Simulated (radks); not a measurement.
Q: The tin ion Sn5+ is in [Kr] 4d(3/2: 4, 5/2: 5). Method: Dirac Kohn-Sham, BLYP, spin-unpolarised, spherical densities, finite nucleus; Fermi nuclear charge, rms radius of each element as measured or else 0.836 A^(1/3) + 0.57 fm; computed with a radial shooting solver on a logarithmic mesh with Libxc functionals. Sub-shells are occupied by j as written (lower j first in brackets). One electron is removed from 4p3/2, 4d5/2, 4p1/2, 4d3/2 in turn, with full relaxation. Which removal costs least, and what does each cost?

A: 4d5/2 95.739 eV; 4d3/2 96.957 eV; 4p3/2 160.20 eV; 4p1/2 168.20 eV. The 4d5/2 electron leaves first.
